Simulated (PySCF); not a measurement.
Vibration and rotation of SiAs

ROHF-CCSD(T) constants of SiAs, ²Π (doublet), unpaired electrons π ↑ (basis Si x2c-TZVPPall, As x2c-TZVPPall; spin-free X2C with a Gaussian nucleus; PySCF 2.14; masses 27.9769 and 74.9216 u):

- ωe: 487.1 cm⁻¹
- ωexe: 1.67 cm⁻¹
- Be: 0.17289 cm⁻¹
- αe: 0.000770 cm⁻¹
- D (centrifugal): 8.71e-08 cm⁻¹
- De to Si + As: 3.10 eV

**Question.** Give the vibrational terms G(v) and spacings up to v = 6.

**Answer.** G(v) = ωe(v+½) − ωexe(v+½)².

```json
{"v": "0", "G(v) (cm⁻¹)": "243.1", "G(v) − G(v−1)": "", "Bv (cm⁻¹)": "0.1725"}
{"v": "1", "G(v) (cm⁻¹)": "726.9", "G(v) − G(v−1)": "483.8", "Bv (cm⁻¹)": "0.1717"}
{"v": "2", "G(v) (cm⁻¹)": "1207.3", "G(v) − G(v−1)": "480.4", "Bv (cm⁻¹)": "0.1710"}
{"v": "3", "G(v) (cm⁻¹)": "1684.4", "G(v) − G(v−1)": "477.1", "Bv (cm⁻¹)": "0.1702"}
{"v": "4", "G(v) (cm⁻¹)": "2158.1", "G(v) − G(v−1)": "473.7", "Bv (cm⁻¹)": "0.1694"}
{"v": "5", "G(v) (cm⁻¹)": "2628.5", "G(v) − G(v−1)": "470.4", "Bv (cm⁻¹)": "0.1687"}
{"v": "6", "G(v) (cm⁻¹)": "3095.6", "G(v) − G(v−1)": "467.1", "Bv (cm⁻¹)": "0.1679"}
```

**Question.** How well does the Morse estimate ωe²/(4ωexe) reproduce De, and what is D0?

**Answer.** It gives 4.40 eV, 142 % of the computed De. D0 = De − G(0) = 3.10 − 0.03 = 3.07 eV.

Correlated steps freeze 14 core orbitals. Spin–orbit coupling is left out. The state was picked by a PBE0 search and need not be the measured ground state.
